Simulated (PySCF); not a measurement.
**Assigning NMR signals**

Numbering as in the mapped SMILES `[CH3:1][C@@:2]1([F:3])[CH:4]=[CH:5][C:6]([F:7])=[CH:8][SiH2:9]1`; H(Xn) means a hydrogen on atom n. Ha(Si9) is pro-R; Hb(Si9) is pro-S.

Computed data (PySCF 2.14.0 with density-fitted response routines): NMR shieldings at PBE0/pcSseg-1/GIAO, coordinates at the GFN2-xTB level. In vacuum, one conformer, one averaged value for each set of equivalent atoms, no relativistic terms.

Shifts are taken against calculated references (same method and geometry level): TMS for $^{13}$C (σref 186.93), $^{1}$H (σref 31.72).

(1) Assign these signals to the numbered atoms. $^{13}$C{$^{1}$H} NMR (computed): δ 175.5 (C), 153.8 (CH), 125.4 (CH), 93.4 (CH), 91.8 (C), 28.8 (CH3).

(2) Assign these signals to the numbered atoms. $^{1}$H NMR (300 MHz, computed): δ 6.71 (m, 1H), 5.78 (m, 1H), 5.23 (m, 1H), 4.99 (m, 1H), 4.34 (m, 1H), 1.55 (m, 3H).

Results:

(1) 
175.5 → C6, fully substituted alkene carbon
153.8 → C4, alkene CH: as expected for a trigonal carbon in a double bond
125.4 → C5, alkene CH
93.4 → C8, alkene CH
91.8 → C2, allylic fully substituted sp3 carbon bonded to F and Si: the inductive effect lowers its shielding
28.8 → C1, methyl carbon: aliphatic region, no heteroatom directly attached

C8 and C2 lie closer than the usual error of such a calculation, so a measured spectrum could show them in the other order.

(2) 
6.71 → H(C4), hydrogen on an alkene CH: a vinylic proton, deshielded by the sp2 carbon and the C=C anisotropy
5.78 → H(C5), hydrogen on an alkene CH
5.23 → H(C8), hydrogen on an alkene CH
4.99 → Hb(Si9), hydrogen on a silicon bonded to 2 C, in a 6-membered ring
4.34 → Ha(Si9), hydrogen on a silicon bonded to 2 C, in a 6-membered ring
1.55 → H(C1), hydrogen on a methyl carbon

Splittings by $^{19}$F in the carbon and heteronuclear signals aren't shown, as no couplings were computed. Shifts are as computed. Against solution values, carbons near 30 ppm lie about +3 ppm off and those near 130 ppm about +5 ppm. Of 1309 compounds with measured shifts, 239 miss one by over three times the rms of a fit or turn the order of signals round; such compounds aren't used in these exercises. Multiplicities follow the n + 1 count of equivalent neighbours, as no J values were calculated; m marks all less simple cases, F and P coupling included.
